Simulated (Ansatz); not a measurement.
Ansatz (a quantum-chemistry and plane-wave program) input (r2SCAN/def2-TZVPD):

Ansatz 0.2 input:
```yaml
crystal:
  periodic: [false, false, false]
  atoms:
    - {symbol: F, position_ang: [-1.83511558, -1.30651215, -0.31646808]}
    - {symbol: Al, position_ang: [-0.94376122, 0.05154650, -0.11602453]}
    - {symbol: F, position_ang: [-1.70612338, 1.49992810, -0.11888632]}
    - {symbol: Br, position_ang: [1.26114419, -0.06888137, 0.15504310]}
basis:
  gaussian:
    orbitals: def2-TZVPD
hamiltonian:
  xc: {name: r2SCAN}
total_charge: -1
magnetization: {spin_polarized: true, initial_magnetization: 1}
```

End of the output:

```
integrals: 0.11 GiB planned
1078 factors; their error is unknown
0.28 GiB of the device are held for the grids
0.96 GiB of device memory are held for the factors and their scratch space
mean field: 0.85 GiB planned
mean field evaluation 1: about -82082.4957 eV, gradient 8.9e0 eV
mean field evaluation 2: about -82082.4650 eV, gradient 9.2e0 eV
mean field evaluation 4: about -82082.7735 eV, gradient 6.7e-1 eV
mean field evaluation 8: about -82082.7710 eV, gradient 5.2e-2 eV
mean field evaluation 16: about -82081.8088 eV, gradient 1.7e0 eV
mean field evaluation 32: about -82081.8298 eV, gradient 1.7e-3 eV
mean field -82082.77105758 eV, -3016.4861986654 hartree, gradient 2.4e-5 eV, S^2 0.753391; 6 other end points of the search recorded, 0 dependent functions left out
reference -82082.77109280 eV, -3016.4861999599 hartree; 34, 33 occupied and 146, 147 virtual orbitals, 1078 factors
Total energy: -82082.77109280 eV, -3016.4861999599 hartree
```

This state (charge -1, doublet) is run at the relaxed geometry of the species with charge 0 and multiplicity 1.
